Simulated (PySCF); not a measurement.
Spectrum to structure. Computed with TDDFT wB97X-D/def2-SVPD, vertical, gas phase, core orbitals frozen in the response in PySCF. Geometries: PBE0-D3(BJ)/def2-SVP, one conformer each.

| state | λ (nm) | f |
| --- | --- | --- |
| S1 | 162.3 | 0.0036 |
| S2 | 157.9 | 0.018 |
| S3 | 156.8 | 0.015 |
| S4 | 155.1 | 0.019 |
| S5 | 152.6 | 0.011 |
| S6 | 151.8 | 0.040 |
| S7 | 150.1 | 0.011 |
| S8 | 147.7 | 0.038 |
| S9 | 146.3 | 0.014 |
| S10 | 142.5 | 0.0022 |

Triplets computed (Tamm–Dancoff): 7.55, 7.69, 7.81, 7.86 eV.

Orbital energies (eV): HOMO-3 -10.57, HOMO-2 -10.36, HOMO-1 -9.32, HOMO -9.06, LUMO 2.42, LUMO+1 2.71, LUMO+2 2.77.

Question: Which candidate is it? All have the formula C10H16.
A. `C1C2CC3CC1CC(C2)C3`
B. `C=C1CC[C@H]2C[C@@H]1C2(C)C`
C. `C1CC([C@@H]2CC23CCC3)C1`

Answer: C. Its S1 lies at 7.64 eV; the nearest of the others has S1 at 7.98 eV. S1 is HOMO→LUMO (75%), HOMO→LUMO+3 (8%). Löwdin shares by element: HOMO carbon 59% or more (atoms not listed hold the other 41%); LUMO carbon 32% or more (atoms not listed hold the other 68%). At the same level the other candidates give, for their lowest levels:
- `C=C1CC[C@H]2C[C@@H]1C2(C)C`: 183 nm (f 0.363); 178 nm (f 0.020); 162 nm (f 0.008); 161 nm (f 0.005); 160 nm (f 0.004); T1 4.32 eV; HOMO -8.57, LUMO 2.21 eV
- `C1C2CC3CC1CC(C2)C3`: 155 nm (f 0.022 summed over 3 states); 141 nm (f 0.000 summed over 3 states); 140 nm (f 0.000 summed over 3 states) [of 10 roots; the last level is left out, as the window may have cut its degenerate partner]; T1 7.85 eV; HOMO -9.67, LUMO 2.12 eV

Conformer computed: `[CH2:1]1[CH2:2][CH:3]([C@@H:4]2[CH2:5][C:6]23[CH2:7][CH2:8][CH2:9]3)[CH2:10]1`: C2–C3–C4–C5 -92°.
